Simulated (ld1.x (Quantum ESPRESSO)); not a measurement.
**Pseudopotential generation for Pm: RRKJ, PBE, scalar-relativistic.**

| Item | Value |
| --- | --- |
| Element | Pm (Z = 61) |
| Generator | ld1.x (Quantum ESPRESSO) 7.5 |
| Type | norm-conserving RRKJ (Kleinman–Bylander form) |
| Functional | PBE |
| Relativity | scalar-relativistic |
| Frozen core | [Xe] |
| Valence charge | 7 |
| Reference configuration | 4f5 5d0 6s2 6p0 |
| Partial waves | 6s (bound): rc 3.85 bohr; 6p (bound, empty): rc 3.90 bohr; 4f (bound): rc 0.70 bohr; 5d (bound, empty): rc 0.85 bohr |
| Local potential | the d channel |
| Core correction | Bessel-smoothed model core inside 0.55 bohr |
| rho0 | 0.005 |

All-electron outer shells of the reference configuration (PBE, scalar-relativistic, ld1.x):

```csv
shell,level (eV),outermost node (bohr),outermost maximum (bohr)
5s,-41.87,0.70,1.29
5p,-22.67,0.75,1.46
6s,-3.54,1.74,3.72
4f,-2.15,–,0.64
5d,-1.80,0.86,2.20
6p,-1.22,2.10,5.02
```

Is a potential produced?

No. ld1.x (Quantum ESPRESSO) 7.5 stopped with "compute_chi: n is too large": the Bessel-function wave could not be built (negative determinant in compute_phi), and the routine for χ then failed on it. The 5d radius of 0.85 bohr lies inside the outermost node of the all-electron wave at 0.86 bohr.
